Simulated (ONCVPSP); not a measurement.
## carbon: one change to an ONCV potential, before and after

ONCVPSP 4.0.1 input, shortened (lines: element, Z, core and valence counts, functional; n l f; lmax; l rc ep ncon nbas qcut; lloc lpopt rc5 dvloc0; l nproj debl; icmod fcfact rcfact), PBEsol, scalar-relativistic:

```
  C 6.00    1    2  -116133      upf
    1    0    2.00
    2    0    1.00
    2    1    3.00
    2
    0    1.20    0.00    4    7    6.80
    1    1.75    0.00    4    7    8.20
    2    1.55    0.19    4    7    6.80
    4    3    1.00    1.00
    0    1    1.40
    1    2    2.40
    2    2    1.70
    1    0.25    0.00
```

Change: s: qcut 8.7; p: qcut 10.4; d: qcut 8.7.

Cutoffs: the cutoffs (Ha) at which the residual kinetic energy of the hardest occupied pseudo-wave falls to 1 and 0.1 mHa per electron; they do not see the model core or the augmentation charge, which bear on the density cutoff. Errors are all-electron minus pseudo energies relative to the spin-unpolarised reference configuration.

What does the change do?

The potential gets harder (20 Ha and 28 Ha → 23 Ha and 29 Ha); of the 4 tests that both files solve, the error grows in 0 and shrinks in 4 by more than 15 % and 0.3 meV (median size 20.5 → 11.7 meV); neither file shows a bound ghost.

```csv
quantity,base,changed
"cutoff, loose",20 Ha,23 Ha
"cutoff, tight",28 Ha,29 Ha
loose cutoff by channel,"s 19 Ha, p 20 Ha","s 22 Ha, p 23 Ha"
bound ghosts,none,none
GHOST(+) flags under 300 eV,none,none
"error for 2s2 2p2, meV [ΔE -8.43 eV]",+2.0,+1.6
"error for 2s2 2p1, meV [ΔE 2.36 eV]",+33,+19
"error for 2s2 2p0, meV [ΔE 26.38 eV]",+193,+117
"error for 2s1 2p2, meV [ΔE 11.08 eV]",+7.7,+4.9
s: phases at 1.22 bohr within 0.05 rad from the reference energy up to (Ha; the scan ends near 5),3.8,4.2
p: phases at 1.78 bohr within 0.05 rad from the reference energy up to (Ha; the scan ends near 5),to the end of the scan,to the end of the scan
d: phases at 1.57 bohr within 0.05 rad from the reference energy up to (Ha; the scan ends near 5),to the end of the scan,to the end of the scan
"rms error of d²Exc/dni dnj with the model core, mHa",1.08,1.01
```
